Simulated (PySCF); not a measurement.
How methods differ on the excitation energy of Ge

Ge [Ar] 3d10 4s2 4p2 (3P) → Ge [Ar] 3d10 4s1 4p3 (5S), as a difference of total energies. All numbers are calculated (PySCF 2.14, scalar relativity through the core potential, in aug-cc-pwCVDZ-PP with ECP10MDF). Correlated levels: valence and next inner shell: nothing frozen outside the core potential. The calculations carry no spin-orbit coupling.

| method | excitation energy (cm⁻¹) |
| --- | --- |
| UHF | 28336 |
| MP2 (valence and next inner shell) | 38184 |
| SCS-MP2 (valence and next inner shell) | 40375 |
| CCSD (valence and next inner shell) | 38939 |
| CCSD(T) (valence and next inner shell) | 39472 |

Errors of the correlated levels include the incompleteness of this basis.

**Question.** Which method comes closest to the reference value, and which is furthest?

**Answer.** The reference is 40958 cm⁻¹ (measured; NIST levels, between the centres of gravity of the two terms). Closest: SCS-MP2 (valence and next inner shell) (error -582.87 cm⁻¹); furthest: UHF (error -12622 cm⁻¹).
